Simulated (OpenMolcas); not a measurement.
C+, Si+, Ge+, Sn+, Pb+: ns2 np down the group

| Quantity | Value |
| --- | --- |
| Program | OpenMolcas |
| Method | CASSCF |
| Basis | ANO-R3 |
| Scalar Hamiltonian | X2C, finite nucleus |
| Spin-orbit coupling | RASSI with atomic mean-field integrals over the reference wave functions, term energies averaged over their components |

Active space for each ion: 3 electrons in 4 orbitals (s p).

Computed levels in cm-1 above 2P* 1/2:

```json
{"Level": "2P* 3/2", "C+": "56.6", "Si+": "258", "Ge+": "1630", "Sn+": "3897", "Pb+": "12614"}
{"Level": "weight of 2P* in the lowest level (%)", "C+": "100", "Si+": "100", "Ge+": "100", "Sn+": "100", "Pb+": "100"}
```

Measured, with the error of the calculation in %. Measured levels: C+, Si+, Ge+, Sn+, Pb+ from NIST Handbook of Basic Atomic Spectroscopic Data.

```csv
Level,C+,Si+,Ge+,Sn+,Pb+
2P* 3/2,63.4 (-10.7),287 (-10.1),1767 (-7.8),4251 (-8.3),14081 (-10.4)
```

The fine-structure level 2P* 3/2 changes by a factor of 223 from C+ to Pb+.

Without dynamic correlation excited terms often stand tens of per cent too high (terms of higher spin than the ground term too low), and those without a measured partner can miss by more than the paired ones (holds for C+; Si+; Ge+). Some high roots are left out of the spin-orbit mixing, which shifts the levels that they would mix with (holds for Ge+; Pb+). Computed and measured levels are paired by configuration, term and J; levels that our copy of the source lacks, or whose pairing is in doubt (as where it misses far off the trend of its configuration), stay unpaired and out of the deviations. Only configurations of the active space appear.

* marks odd parity.
